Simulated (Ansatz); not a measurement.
`[CH3][SnH]([CH3])[CH3]` → CH₄ + `[CH3][Sn][CH3]`  (stannylene formation by 1,1-elimination)

Gas-phase electronic energies from Ansatz, PBE0-D4/def2-TZVP geometries. CBS: MP2 limit from def2 TZ/QZ plus the TZ coupled-cluster correction, frozen cores. This one scheme is used for every species. Functionals use def2-TZVPP. B3LYP here is the variant with VWN-RPA as its local correlation; programs differ in this. Elements past krypton have def2 core potentials. For Sn outer-core shells are correlated without core-valence functions, which leaves a few kJ/mol of doubt a bond.

| level | ΔE (kJ/mol) | difference from CCSD(T)/CBS |
| --- | --- | --- |
| PBE-D4 | 36.6 | -18.3 |
| r2SCAN-D4 | 46.6 | -8.3 |
| CAM-B3LYP-D4 | 41.2 | -13.7 |
| B2PLYP | 30.8 | -24.1 |
| PBE-QIDH | 58.5 | 3.6 |
| revPBE | 15.1 | -39.8 |
| B3LYP | 15.2 | -39.7 |
| CAM-B3LYP | 34.8 | -20.1 |
| HF/def2-SVP | 19.9 | -35.0 |
| HF/def2-QZVPP | 26.8 | -28.1 |
| CCSD(T)/CBS | 54.9 | 0 |

Largest T1 diagnostic among the species: 0.013.

From BLYP to BHLYP (50 % exact exchange), in def2-TZVPP and without D4, ΔE moves by +30.4 kJ/mol. At CCSD(T), def2-SVP lies −17.2 kJ/mol from the extrapolated value and def2-TZVPP −1.2 kJ/mol.
